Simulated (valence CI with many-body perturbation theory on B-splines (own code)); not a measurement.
## Basis-set convergence for La

Calculated by configuration interaction combined with many-body perturbation theory (CI+MBPT): three valence electrons over a frozen Dirac-Fock core [Xe], a basis of 7 s, 7 p, 7 d, 7 f, 4 g, 2 h functions for each j, with the one-electron correlation potential Σ1, the two-electron term Σ2, the three-electron term Σ3, Breit, model QED; selected CI, second order for the rest, scaled by the run's own slope (own B-spline code, finite nucleus).

Set against measurement, 34 paired levels are off by 582 cm⁻¹ on average, the worst by 1407. These come from a selection out of the NIST Handbook of Basic Atomic Spectroscopic Data. Levels without a partner in it may be off by more, other configurations by several thousand cm⁻¹. 1 measured level below the end of the list, from 15197 cm⁻¹ on, found no clear computed partner.

The reference run has the lowest level 5d 6s2 2D_3/2 and an ionisation energy of 5.45329 eV. Its largest variational space holds 18671 state functions.

Names give the largest LS component (configuration and term), which can be under half, so a name can repeat, a term be missing and a line seem to break the LS rules; names also repeat where a configuration has a term twice.

Changed runs:
A. basis 5 s, 5 p, 5 d, 5 f, 2 g
B. basis 4 s, 4 p, 4 d, 4 f

Excitation energies of the reference run in cm⁻¹, and shifts in cm⁻¹:

```
                 Level  Reference         A         B
         5d 6s2 2D_5/2       1024      +8.2      +6.0
         5d2 6s 4F_3/2       2042       +50      +100
         5d2 6s 4F_5/2       2388       +49       +99
         5d2 6s 4F_7/2       2865       +50      +100
         5d2 6s 4F_9/2       3501       +51      +103
         5d2 6s 2F_5/2       6364       +77      +270
         5d2 6s 4P_1/2       6843      +165      +181
         5d2 6s 4P_3/2       7111      +163      +183
         5d2 6s 4P_5/2       7316      +159      +209
         5d2 6s 2F_7/2       7396       +78      +277
         5d2 6s 2D_3/2       8060      +160      +322
         5d2 6s 2P_1/2       8362      +168      +191
Ionisation energy (eV)    5.45329  -0.00743  -0.02184
```
